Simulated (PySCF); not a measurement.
## Which determinant of BBr⁺ lies lowest?

Unrestricted PBE0; B def2-TZVPPD, Br def2-TZVPPD; no relativity (PySCF 2.14). Outer shells of the fragments: B+ 2s2; Br 3d10 4s2 4p5.

Followed along the bond (rough minima from three points):

```csv
2Ms+1,unpaired,⟨S²⟩ at the start,R at minimum (Å),Te (eV)
2,σ ↑,0.76,1.75,0.00
4,"σ ↑, π ↑↑",3.76,2.01,4.30
```

Solutions found at the starting distance of 2.030 Å, counted from the lowest of them; the search is not exhaustive and high or unbound solutions are not listed, so other states can lie among these:

```json
{"2Ms+1": "2", "unpaired": "σ ↑", "term": "²Σ⁺", "E (eV)": "0.00", "⟨S²⟩": "0.76", "⟨Lz²⟩": "0.00", "μ (D)": "-4.73"}
{"2Ms+1": "2", "unpaired": "π ↑", "term": "²Π", "E (eV)": "1.88", "⟨S²⟩": "0.75", "⟨Lz²⟩": "1.01", "μ (D)": "-1.39"}
{"2Ms+1": "4", "unpaired": "σ ↑, π ↑↑", "term": "mixed", "E (eV)": "3.49", "⟨S²⟩": "3.76", "⟨Lz²⟩": "2.01", "μ (D)": "-2.00"}
{"2Ms+1": "4", "unpaired": "σ ↑, π ↑↑", "term": "mixed", "E (eV)": "3.72", "⟨S²⟩": "3.75", "⟨Lz²⟩": "2.01", "μ (D)": "-2.08"}
{"2Ms+1": "2", "unpaired": "σ ↑, π ↑↓", "term": "mixed", "E (eV)": "3.83", "⟨S²⟩": "1.76", "⟨Lz²⟩": "2.01", "μ (D)": "-2.09"}
{"2Ms+1": "4", "unpaired": "σ ↑↑, π ↑", "term": "⁴Π", "E (eV)": "6.53", "⟨S²⟩": "3.76", "⟨Lz²⟩": "1.00", "μ (D)": "-2.72"}
{"2Ms+1": "4", "unpaired": "σ ↑↑, π ↑", "term": "⁴Π", "E (eV)": "6.90", "⟨S²⟩": "3.75", "⟨Lz²⟩": "1.02", "μ (D)": "-3.92"}
{"2Ms+1": "4", "unpaired": "σ ↑↑↑", "term": "⁴Σ⁺", "E (eV)": "9.75", "⟨S²⟩": "3.79", "⟨Lz²⟩": "0.00", "μ (D)": "-4.47"}
```

A term symbol is given only where ⟨S²⟩ and ⟨Lz²⟩ are close to those of a pure state; real π, δ and φ orbitals otherwise mix terms. A positive dipole points towards Br; it is taken about the centre of mass and depends on that origin.

Compare the gap between the two lowest followed solutions at the starting distance with the gap between their minima.

At PBE0 the second solution (quartet, unpaired electrons σ ↑, π ↑↑) lies +3.49 eV from the first (doublet, unpaired electrons σ ↑) at 2.030 Å and +4.30 eV at the minima; the two curves relax by different amounts, since their minima lie near 2.01 and 1.75 Å.

Spin–orbit coupling is left out. Counting both spins, an empty level lies below a filled one in some of these solutions, because spin and occupation are held.
